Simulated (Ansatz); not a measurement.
# WOF4: a line through the functionals

The species is WOF4 (6 atoms), meant as a singlet with charge 0. SMILES: `O=[W](F)(F)(F)F`. The coordinates come from a PBE0-D4/def2-TZVP relaxation.

The vertical ionisation energy (to the doublet cation) y, in eV, basis def2-SVP with a core potential; a is the functional's share of exact exchange. Programs: Ansatz 0.2.0.

| functional | program | a | y (eV) |
| --- | --- | --- | --- |
| PBE | Ansatz | 0 | 13.30 |
| BLYP | Ansatz | 0 | 13.15 |
| B3LYP | Ansatz | 0.2 | ? |
| PBE0 | Ansatz | 0.25 | 13.95 |
| BHLYP | Ansatz | 0.5 | 14.17 |

Problem. Fit y = c + s·a to the known rows and predict B3LYP.

Solution. 
1. Means of the 4 rows: a = 0.1875, y = 13.643.
2. Σ(Δa)² = 0.17188, Σ(Δa·Δy) = 0.34062, so the slope is 0.34062/0.17188 = 1.9817.
3. Intercept: 13.643 − (1.9817) × 0.1875 = 13.271. The largest residual of the fit is 0.18.
4. B3LYP: 13.271 + (1.9817) × 0.2 = 13.67 eV.

The run gave 13.89 eV, so the prediction is off by -0.22 eV, about the scatter of the fit. Spin-orbit coupling is left out.
